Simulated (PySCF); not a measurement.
Geometry (Å), atoms numbered from 1 in this order:
```xyz
14

C    -0.3000   -1.1362    0.3701
C     1.1473   -0.6477    0.2826
N     1.0976    0.8026    0.3302
Si   -0.3911    1.4675   -0.2666
C    -1.1818   -0.2342   -0.5069
H    -0.3754   -2.1985    0.0869
H    -0.6314   -1.0568    1.4193
H     1.7390   -1.0560    1.1208
H     1.6149   -1.0285   -0.6505
H     1.9820    1.2856    0.4123
H    -0.2741    2.2498   -1.5428
H    -1.0890    2.3626    0.7134
H    -2.2472   -0.2997   -0.2418
H    -1.0922   -0.5117   -1.5712
```

Geometry: PBE0-D3(BJ)/def2-SVP; GIAO shifts from PySCF 2.14, gas phase, non-relativistic, averaged over equivalent atoms.

At PBE0/pcSseg-1 (137 basis functions, 12 s wall time on 1 thread of an Arm Neoverse V1, shared host):
| atoms | δ (ppm) |
| --- | --- |
| C2 | 48.4 |
| C1 | 28.7 |
| C5 | 8.9 |
| N3 | 23.0 |
| Si4 | -23.3 |
| H11/H12 | 4.85 |
| H8/H9 | 3.01 |
| H6/H7 | 1.75 |
| H13/H14 | 0.89 |
| H10 | -0.12 |

Scale: ¹³C (σ = 184.41 ppm) and ²⁹Si (σ = 351.99 ppm) and ¹H (σ = 31.27 ppm) against TMS; ¹⁵N (σ = 265.67 ppm) vs NH3 (reference shieldings calculated alike).

**Question.** What do these become at B3LYP/pcSseg-2?

**Answer.** 
| atoms | δ at B3LYP/pcSseg-2 | change |
| --- | --- | --- |
| C2 | 51.0 | +2.6 |
| C1 | 31.0 | +2.3 |
| C5 | 10.6 | +1.7 |
| N3 | 27.3 | +4.3 |
| Si4 | -28.8 | -5.5 |
| H11/H12 | 4.86 | +0.01 |
| H8/H9 | 3.12 | +0.11 |
| H6/H7 | 1.85 | +0.10 |
| H13/H14 | 0.97 | +0.08 |
| H10 | 0.26 | +0.38 |

Shifts are taken against calculated references (same method and geometry level): ¹³C (179.19 ppm), ²⁹Si (324.61 ppm), ¹H (31.39 ppm) vs TMS; ¹⁵N (258.52 ppm) against NH3.

The largest change is at Si4 (silicon bonded to C, N, 2 H, in a 5-membered ring). Cost: 313 basis functions, 41 s wall time on 1 thread of an Arm Neoverse V1, shared host. The order of the carbon signals is the same at both levels.

Experimental scales use liquid or dissolved standards, which lie at an offset from isolated NH3 (liquid NH3: subtract about 20 ppm).
